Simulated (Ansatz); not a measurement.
Br2Zn, charge -1, doublet, geometry from GFN2-xTB (such geometries of metal compounds can be far from the true shape) (a state made from the parent by changing its charge; the spin is typed, not shown lowest) (a gas-phase anion, which may not be bound at this level); Ansatz (a first-principles code) with HF/6-31G*.

Ansatz was given this input:
Ansatz 0.2 input:
```yaml
crystal:
  periodic: [false, false, false]
  atoms:
    - {symbol: Zn, position_ang: [-0.44726896, -0.63134001, -0.74342448]}
    - {symbol: Br, position_ang: [-0.03145420, 2.05256578, -1.06046508]}
    - {symbol: Br, position_ang: [0.41482759, -1.51141719, 1.69768606]}
basis:
  gaussian:
    orbitals: 6-31G*
hamiltonian:
  xc: hf
total_charge: -1
magnetization: {spin_polarized: true, initial_magnetization: 1}
```

The log (banner, timings and long lists left out):

```
Functional definition: HF
986 factors; integrals over basis functions are off by at most 6.9e-4 eV
mean field evaluation 1: about -188352.6232 eV, gradient 8.1e0 eV
mean field evaluation 2: about -188352.6487 eV, gradient 8.1e0 eV
mean field evaluation 4: about -188353.3948 eV, gradient 1.7e0 eV
mean field evaluation 8: about -188353.4753 eV, gradient 3.4e-1 eV
mean field -188353.47970424 eV, -6921.8627085567 hartree, gradient 2.2e-5 eV, S^2 0.753949; 0 other end points of the search recorded, 0 dependent functions left out
reference -188353.47970424 eV, -6921.8627085567 hartree; 51, 50 occupied and 55, 56 virtual orbitals, 986 factors
Total energy: -188353.47970424 eV, -6921.8627085567 hartree
```
